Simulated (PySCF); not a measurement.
# Ionisation energy of Cl⁺ by level of theory

Cl⁺ [Ne] 3s2 3p4 (3P) → Cl²⁺ [Ne] 3s2 3p3 (4S), as a difference of total energies. Computed with PySCF 2.14 in dyall-acv3z, with the non-relativistic Hamiltonian (point nucleus). Correlated levels: valence: [Ne] frozen; valence and next inner shell: 1s2 frozen; virtual orbitals above 40 to 60 times the deepest correlated orbital energy dropped. The calculations carry no spin-orbit coupling.

| method | ionisation energy (eV) | plus first-order spin-orbit estimate | error of that sum (eV) |
| --- | --- | --- | --- |
| UHF | 22.594 | 22.633 | -1.181 |
| LDA | 23.981 | 24.020 | +0.206 |
| PBE | 23.846 | 23.886 | +0.072 |
| PBE0 | 23.841 | 23.880 | +0.066 |
| r2SCAN | 23.808 | 23.847 | +0.033 |
| M06-2X | 23.822 | 23.861 | +0.047 |
| LC-wPBE | 23.999 | 24.038 | +0.224 |
| PW91 | 23.932 | 23.971 | +0.157 |
| MP2 (valence) | 23.398 | 23.437 | -0.377 |
| SCS-MP2 (valence) | 23.489 | 23.528 | -0.286 |
| MP2 (valence and next inner shell) | 23.434 | 23.473 | -0.341 |
| SCS-MP2 (valence and next inner shell) | 23.514 | 23.554 | -0.260 |

Reference: 23.814 eV (measured; NIST Atomic Spectra Database, ionization energies).

A first-order spin-orbit estimate (lowest level to lowest level, LS coupling) adds 0.039 eV.

Errors of the correlated levels include the incompleteness of this basis and the frozen core.
